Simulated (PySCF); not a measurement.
Geometry:
| atom | x (Å) | y (Å) | z (Å) |
| --- | --- | --- | --- |
| C1 | -1.474 | -1.307 | 0.906 |
| P2 | -0.816 | -0.274 | -0.424 |
| O3 | -1.216 | -0.712 | -1.808 |
| C4 | -1.519 | 1.406 | -0.174 |
| O5 | -2.814 | 1.359 | -0.694 |
| C6 | 0.955 | -0.177 | -0.190 |
| C7 | 1.758 | 0.142 | 0.960 |
| C8 | 3.049 | 0.097 | 0.531 |
| O9 | 3.101 | -0.222 | -0.780 |
| C10 | 1.842 | -0.383 | -1.211 |
| H11 | -1.211 | -2.354 | 0.699 |
| H12 | -1.080 | -1.012 | 1.889 |
| H13 | -2.568 | -1.200 | 0.896 |
| H14 | -1.556 | 1.697 | 0.888 |
| H15 | -0.856 | 2.123 | -0.700 |
| H16 | -2.744 | 0.830 | -1.508 |
| H17 | 1.418 | 0.371 | 1.968 |
| H18 | 4.004 | 0.261 | 1.024 |
| H19 | 1.695 | -0.648 | -2.255 |

Geometry: PBE0-D3(BJ)/def2-SVP; GIAO absolute shieldings from PySCF 2.14.0 with density-fitted response routines, gas phase, non-relativistic, averaged over equivalent atoms.

At PBE0/pcSseg-1 (222 basis functions, 57 s wall time on 1 thread of an Arm Neoverse V1, shared host):
```csv
atoms,σ (ppm)
C10,28.7
C8,35.9
C6,62.7
C7,70.1
C4,120.7
C1,168.8
P2,309.0
O9,15.9
O3,266.7
O5,336.1
H19,23.35
H18,23.80
H17,24.96
H14,27.60
H15,27.73
H16,28.78
H11/H12/H13,29.78
```

Question: Predict the values at CAM-B3LYP/pcSseg-1 on the same geometry.

Answer: 
```
      atoms  σ at CAM-B3LYP/pcSseg-1  change
        C10                     21.9    -6.8
         C8                     29.8    -6.1
         C6                     57.2    -5.5
         C7                     65.3    -4.8
         C4                    117.9    -2.8
         C1                    166.5    -2.3
         P2                    297.1   -11.9
         O9                     17.1    +1.2
         O3                    269.7    +3.0
         O5                    340.1    +4.0
        H19                    23.40   +0.05
        H18                    23.89   +0.09
        H17                    25.04   +0.08
        H14                    27.69   +0.09
        H15                    27.82   +0.09
        H16                    28.73   -0.05
H11/H12/H13                    29.85   +0.07
```

The largest change is at P2 (phosphorus bonded to 3 C, O). Cost: 222 basis functions, 62 s wall time on 1 thread of an Arm Neoverse V1, shared host. The order of the carbon signals is the same at both levels.
